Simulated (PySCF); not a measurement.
# How methods differ on the excitation energy of Pb²⁺

Pb²⁺ [Xe] 4f14 5d10 6s2 (1S) → Pb²⁺ [Xe] 4f14 5d10 6s1 6p1 (3P), as a difference of total energies. All numbers are calculated (PySCF 2.14, scalar relativity by spin-free X2C-1e, in aug-cc-pwCVTZ-DK3 (11s10p8d5f1g, 125 functions)). The calculations carry no spin-orbit coupling.

```json
{"method": "UHF", "excitation energy (eV)": "7.522"}
{"method": "M06-L", "excitation energy (eV)": "9.295"}
{"method": "MN15", "excitation energy (eV)": "9.126"}
```
